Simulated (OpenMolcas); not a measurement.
Computed levels of 2s² 2p in ions with 5 electrons, in cm-1 above ²P°_1/2.

```yaml
Program: OpenMolcas
Method: SS-CASPT2, IPEA 0.25 Eh, imaginary shift 0.1 Eh
Basis: ANO-RCC-VTZP
Scalar_Hamiltonian: DKH2, point nucleus
Spin-orbit_coupling: RASSI with atomic mean-field integrals over the reference wave functions, term energies averaged over their components
```

Active space for each ion: 3 electrons in 4 orbitals (2s 2p); closed shells correlated by CASPT2: 1s.

| Level | B | N2+ | O3+ | F4+ | Ne5+ |
| --- | --- | --- | --- | --- | --- |
| ²P°_3/2 | 14.5 | 158 | 359 | 701 | 1241 |

Problem. Estimate ²P°_3/2 for C+ from its neighbours B and N2+.

Solution. ²P°_3/2 is fine structure, which grows about as the fourth power of a screened charge, so the fourth roots are averaged: ((14.5^0.25 + 158^0.25) / 2)^4 = 57. The calculation gives 56.9, so the estimate is off by +0.2 %; the measured value is 63.4 (NIST Handbook of Basic Atomic Spectroscopic Data).

Measured partners are found by configuration, term and J. A level has none where our copy of the source lacks it or the pairing is in doubt (some pairs that miss far off the trend of their configuration count as doubtful), and it then counts in no deviation. Levels of configurations outside the active space are missing.

° marks odd parity.
